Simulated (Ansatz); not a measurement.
System: ammonia borane, sum formula BNH$_{6}$, charge 0, multiplicity 1. 
Structure (B3LYP-D3(BJ)/def2-TZVP (Ansatz, a first-principles code) minimum search):
```xyz
8

B     -0.9205     0.1288    -0.0265
N      0.7210    -0.1009     0.0208
H     -1.3171    -0.6321    -0.8771
H     -1.0639     1.2934    -0.3145
H     -1.3056    -0.1454     1.0853
H      0.9465    -1.0627     0.2580
H      1.1524     0.5023     0.7152
H      1.1430     0.1067    -0.8798
```
Charge 0, spin multiplicity 1.

Parts of the frozen-core correlation energy in STO-3G (Ansatz, hartree). Frozen orbitals: 2; correlated occupied orbitals by spin: 7 and 7; virtual: 7 and 7. Spin-orbit coupling is left out. Non-relativistic.

| term | value |
|---|---|
| reference (HF) | -81.59484 |
| MP2 opposite-spin | -0.09138 |
| MP2 same-spin | -0.00828 |
| CCSD correlation | -0.13384 |
| (T) | -0.00070 |
| FCI minus CCSD(T) | -0.00025 |
| T1 diagnostic | 0.005 |
| largest doubles amplitude | 0.068 |
